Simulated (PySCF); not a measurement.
# Exercise with solution: entropy of an ideal gas

PbFCl, SMILES [F][Pb][Cl] (connectivity only; charge and spin as stated), neutral, multiplicity 1.

Geometry: r2SCAN-D4/def2-TZVP. The def2 effective core potentials stand for the cores of Pb; spin–orbit coupling is left out.

PySCF with r2SCAN-D4/def2-TZVP gives the harmonic wavenumbers 132, 317, 533 cm⁻¹ and the rotational temperatures 0.3530, 0.1255, 0.0926 K. The molar mass is 261.65 g/mol, the symmetry number 1, the spin multiplicity 1.

Q: Work out the entropy at 298.15 K and 1 atm in the rigid-rotor, harmonic-oscillator model.

A: 
Translation (Sackur–Tetrode at 1 atm): S = R[1.5 ln M + 2.5 ln T − 1.16487] = 178.2 J/(mol K).
Rotation: q = (√π/σ) T^1.5/√(θA θB θC) = 142000, S = R[ln q + 3/2] = 111.1 J/(mol K).
Vibration: with u = 1.4388 ν/T, each mode gives R[u/(e^u − 1) − ln(1 − e^−u)]:
```csv
ν (cm⁻¹),modes,u,S (J/(mol K))
132,1,0.64,12.20
317,1,1.53,5.55
533,1,2.57,2.43
```
These are all the modes. Sum 20.2 J/(mol K).
Spin: R ln 1 = 0.0 J/(mol K).
Total 309.5 J/(mol K); the program's own thermochemistry gives 309.5. Translation makes up 58 % and vibration 7 %. Anharmonicity, hindered rotation and orbital degeneracy are left out.
